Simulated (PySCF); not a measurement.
boron monoxide dimer (B₂O₂), SMILES O=BB=O.

Geometry optimised at PBE0-D3(BJ)/def2-TZVP. The values are those of a single conformer.

Two levels are set side by side: TDA-PBE/def2-SVPD (PySCF) and TDA-B3LYP/def2-SVPD (PySCF). Vertical, same geometry. The lowest singlet is HOMO−1→LUMO 50 %, HOMO→LUMO+1 50 % with PBE and HOMO−1→LUMO 50 %, HOMO→LUMO+1 50 % with the other functional; states are paired by order. Differences are taken from unrounded values.

```json
[
 {"quantity": "lowest singlet excitation (eV)", "TDA-B3LYP": "6.43"},
 {"quantity": "lowest triplet excitation (TDA) (eV)", "TDA-B3LYP": "5.60"}
]
```

### Question
What does TDA-PBE give, and how far is it from TDA-B3LYP? (An estimate is asked for; the answer gives what the named calculation found.)

### Answer

```csv
quantity,TDA-PBE,TDA-PBE minus TDA-B3LYP
lowest singlet excitation (eV),6.14,-0.29
lowest triplet excitation (TDA) (eV),5.37,-0.23
```

A lower first singlet is the usual sign of a functional without exact exchange. Differences between two approximate levels are no errors against the true value.

Rough cost on one machine, each run with all the roots and properties that it gave: TDA-B3LYP against TDA-PBE within a factor of 2.
